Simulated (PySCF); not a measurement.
**Magnetisability: SMILES c12c(cccc1)[nH]cc2, C$_{8}$H$_{7}$N**

Molfile (atoms numbered from 1):
```
C8H7N
     RDKit          3D

 16 17  0  0  0  0  0  0  0  0999 V2000
    2.1590   -0.3465   -0.0316 C   0  0  0  0  0  0  0  0  0  0  0  0
    1.9180    1.0231   -0.1736 C   0  0  0  0  0  0  0  0  0  0  0  0
    0.6354    1.5274   -0.1864 C   0  0  0  0  0  0  0  0  0  0  0  0
   -0.4115    0.6241   -0.0544 C   0  0  0  0  0  0  0  0  0  0  0  0
   -1.7617    0.8244   -0.0329 N   0  0  0  0  0  0  0  0  0  0  0  0
   -2.3883   -0.3827    0.1165 C   0  0  0  0  0  0  0  0  0  0  0  0
   -1.4646   -1.3779    0.1946 C   0  0  0  0  0  0  0  0  0  0  0  0
   -0.1833   -0.7666    0.0887 C   0  0  0  0  0  0  0  0  0  0  0  0
    1.1263   -1.2468    0.0996 C   0  0  0  0  0  0  0  0  0  0  0  0
    3.1803   -0.6991   -0.0259 H   0  0  0  0  0  0  0  0  0  0  0  0
    2.7568    1.6962   -0.2751 H   0  0  0  0  0  0  0  0  0  0  0  0
    0.4498    2.5863   -0.2959 H   0  0  0  0  0  0  0  0  0  0  0  0
   -2.2216    1.7150   -0.1131 H   0  0  0  0  0  0  0  0  0  0  0  0
   -3.4596   -0.4396    0.1561 H   0  0  0  0  0  0  0  0  0  0  0  0
   -1.6620   -2.4246    0.3127 H   0  0  0  0  0  0  0  0  0  0  0  0
    1.3195   -2.3037    0.2092 H   0  0  0  0  0  0  0  0  0  0  0  0
  1  2  2  0
  2  3  1  0
  3  4  2  0
  4  5  1  0
  5  6  1  0
  6  7  2  0
  7  8  1  0
  8  9  2  0
  9  1  1  0
  8  4  1  0
  1 10  1  0
  2 11  1  0
  3 12  1  0
  5 13  1  0
  6 14  1  0
  7 15  1  0
  9 16  1  0
M  END
```

Method: GIAO B3LYP/aug-pcSseg-1 magnetisability, rotational g tensor and spin-rotation constants, non-relativistic, gas phase in PySCF 2.14.0. Geometry: GFN2-xTB.

**Question.** What are the magnetisability and the molar susceptibility?

**Answer.** Isotropic -1410 × 10⁻³⁰ J/T², or -84.9 × 10⁻⁶ cm³/mol; principal values -2495, -913, -822 × 10⁻³⁰ J/T², anisotropy 1629 × 10⁻³⁰ J/T² (root of half the summed squared differences of the principal values). The susceptibility is in cgs units.

**Question.** Split it along the inertial axes a, b, c into diamagnetic and paramagnetic parts about the centre of mass, with the quadrupole moment.

**Answer.** 
```tsv
axis	χ (10⁻⁶ cm³/mol)	diamagnetic (10⁻⁶ cm³/mol)	paramagnetic (10⁻⁶ cm³/mol)	summed x² of all electrons (Å²)	quadrupole Θ (D Å)
a	-54.9	-415.4	360.6	181.3	+5.37
b	-49.6	-820.6	771.0	85.8	+7.16
c	-150.2	-1133.0	982.8	12.1	-12.52
```
Anisotropies 2χaa − χbb − χcc = +90.0 and 2χbb − χaa − χcc = +105.9 × 10⁻⁶ cm³/mol. Θ is traceless in Buckingham's convention.

**Question.** And the rotational g tensor?

**Answer.** 
```csv
axis,rotational constant (GHz),g,nuclear part,electronic part
a,3.9283,-0.0675,0.5979,-0.6654
b,1.6639,-0.0336,0.5692,-0.6027
c,1.1688,+0.0381,0.5777,-0.5397
```
Asymmetric top; isotopes 12C, 1H, 14N; no vibrational averaging.
